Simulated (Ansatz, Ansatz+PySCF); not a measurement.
```
atom   x (Å)   y (Å)    z (Å)
   N  0.0000  0.0000  -0.1439
   H  0.0000  0.0000   1.0075
```

Basis set: 6-31G (spherical functions). Correlated methods keep 1 orbital frozen. Charge 0, multiplicity 3.

Computed with Ansatz (development build ahead of 0.2.0); each method stands on the lowest determinant of its kind that the runs found.

The atomization energy at this shape (free ground-state atoms in the same class of orbitals less the molecule, no zero-point energy) of triplet NH:

```
             method  atomization energy
PBE0 (unrestricted)        298.6 kJ/mol
        UHF-CCSD(T)        239.8 kJ/mol
                UHF        136.3 kJ/mol
```

(1) What does UHF-MP2 give?

Results:

(1) 219.1 kJ/mol.

This basis has no polarisation functions and is too small for such energies, which can lie far from measured ones in either direction.
